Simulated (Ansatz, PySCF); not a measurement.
H8N2OSi2, SMILES [SiH2](N)N[SiH2]O. Atoms are numbered in the order given.

```xyz
13

N     -1.5135     1.5872    -1.5931
Si    -1.3482     0.0375    -0.8563
N     -0.3669    -0.0355     0.5877
Si     1.0995    -0.9043     0.9008
O      2.4440     0.0703     1.0600
H     -2.3019     2.1841    -1.3770
H     -0.7217     2.1200    -1.9322
H     -0.6848    -0.9142    -1.7932
H     -2.7538    -0.3679    -0.5544
H     -0.7024     0.5291     1.3664
H      1.2564    -1.8619    -0.2336
H      1.0324    -1.6011     2.2127
H      2.6844     0.5873     0.2857
```

Coordinates come from a PBE0-D3(BJ)/def2-SVP optimisation. The structure was generated by enumeration, and PubChem lists no compound with its InChIKey, so it may never have been made. Other conformers were not sampled.

Two levels are set side by side: PBE-D3(BJ)/def2-SVP (Ansatz, an electronic-structure program) and PBE0-D3(BJ)/def2-SVP (Ansatz). Each level has its own optimised geometry; the coordinates shown are those of the second. Frequencies come from the Hessian of PySCF at each geometry. Differences are taken from unrounded values.

| quantity | PBE0-D3(BJ) |
|---|---|
| mean bond length (Å) | 1.404 |
| bond N1–Si2 (Å) | 1.724 |
| bond Si2–N3 (Å) | 1.747 |
| bond N3–Si4 (Å) | 1.733 |
| bond Si4–O5 (Å) | 1.668 |
| bond N1–H6 (Å) | 1.012 |
| bond N1–H7 (Å) | 1.013 |
| bond Si2–H8 (Å) | 1.491 |
| bond Si2–H9 (Å) | 1.494 |
| bond N3–H10 (Å) | 1.019 |
| bond Si4–H11 (Å) | 1.493 |
| bond Si4–H12 (Å) | 1.487 |
| bond O5–H13 (Å) | 0.962 |
| highest harmonic wavenumber (cm⁻¹) | 3931 |
| mean harmonic wavenumber (cm⁻¹) | 1220 |
| zero-point energy (kcal/mol) | 57.56 |

What does PBE-D3(BJ) give, and how far is it from PBE0-D3(BJ)? (An estimate is asked for; the answer gives what the named calculation found.)


```tsv
quantity	PBE-D3(BJ)	PBE-D3(BJ) minus PBE0-D3(BJ)
mean bond length (Å)	1.416	0.012
bond N1–Si2 (Å)	1.742	0.018
bond Si2–N3 (Å)	1.763	0.016
bond N3–Si4 (Å)	1.747	0.014
bond Si4–O5 (Å)	1.685	0.017
bond N1–H6 (Å)	1.023	0.011
bond N1–H7 (Å)	1.023	0.010
bond Si2–H8 (Å)	1.500	0.009
bond Si2–H9 (Å)	1.503	0.009
bond N3–H10 (Å)	1.027	0.009
bond Si4–H11 (Å)	1.504	0.012
bond Si4–H12 (Å)	1.498	0.011
bond O5–H13 (Å)	0.973	0.012
highest harmonic wavenumber (cm⁻¹)	3758	-173
mean harmonic wavenumber (cm⁻¹)	1182	-38
zero-point energy (kcal/mol)	55.76	-1.80
```

GGA bonds tend to be longer and softer than those of functionals with exact exchange. Differences between two approximate levels are no errors against the true value.
